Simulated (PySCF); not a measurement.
Compound: CH₇GePS.
Numbering: `[CH3:1][S:2][GeH2:3][PH2:4]` (hydrogens: H5, H6, H7 on C1; H8, H9 on Ge3; H10, H11 on P4)

A linear-response calculation (PySCF, def2-SVPD basis, gas phase, vertical, core orbitals frozen in the response) gave these numbers; the functional is withheld.

Orbital energies (eV): HOMO-3 -8.91, HOMO-2 -8.25, HOMO-1 -7.47, HOMO -6.58, LUMO -0.55, LUMO+1 -0.36, LUMO+2 -0.05.

```csv
state,E (eV),f,"main configurations (H = HOMO, L = LUMO)"
S1,5.01,0.0054,"H→L (77%), H→L+1 (20%)"
S2,5.31,0.0006,"H→L+1 (78%), H→L (21%)"
S3,5.57,0.0065,H→L+2 (95%)
S4,5.91,0.0030,H→L+3 (94%)
S5,6.10,0.0075,"H-1→L (86%), H-1→L+1 (11%)"
S6,6.39,0.0072,H-1→L+2 (95%)
```

Triplets (Tamm–Dancoff): T1 4.67 eV, H→L (75%), H→L+1 (16%); T2 5.10 eV, H→L+2 (55%), H→L+1 (33%); T3 5.27 eV, H-1→L (46%), H-1→L+1 (26%), H→L+1 (8%); T4 5.29 eV, H→L+1 (38%), H→L+2 (26%), H→L (14%).

Vertical ionisation energy by ΔSCF with the same functional: 8.83 eV. Mean static polarisability: 97.6 au.

Question: Name the functional.
A. B3LYP
B. PBE
C. HF
D. wB97X-D

Answer: A. B3LYP is a global hybrid with 20% exact exchange. In this run −ε(HOMO) = 6.58 eV differs from the ΔSCF value by -2.25 eV, and S1 differs from the orbital gap of 6.04 eV by -1.02 eV. The ratio −ε(HOMO)/IP is 0.75. Small neutral molecules mostly give 0.67 to 0.83 with B3LYP, 0.5 to 0.7 with PBE, 0.89 to 0.99 with wB97X-D; Hartree–Fock can't fall below 1, since the ion's relaxation only lowers the ΔSCF value. The other options: PBE, a GGA without exact exchange; HF, time-dependent Hartree–Fock, 100% exact exchange; wB97X-D, range-separated, 22% exact exchange at short range and 100% at long range (ω = 0.2 bohr⁻¹).

Theory: PySCF 2.14.0, density-fitted response routines, TDDFT B3LYP/def2-SVPD, vertical, gas phase, core orbitals frozen in the response. Geometry: PBE0-D3(BJ)/def2-SVP, one conformer, isolated molecule. Relativistic effects, spin–orbit coupling among them, are left out although an element past zinc is present.

Time: 60 s; peak memory 0.68 GiB. Hardware: Arm Neoverse V2, one thread, on a shared host.

The values belong to the conformer `[CH3:1][S:2][GeH2:3][PH2:4]`: C1–S2–Ge3–P4 -179°, H–P4–Ge3–S2 -170°, H–P4–Ge3–S2 -76°.
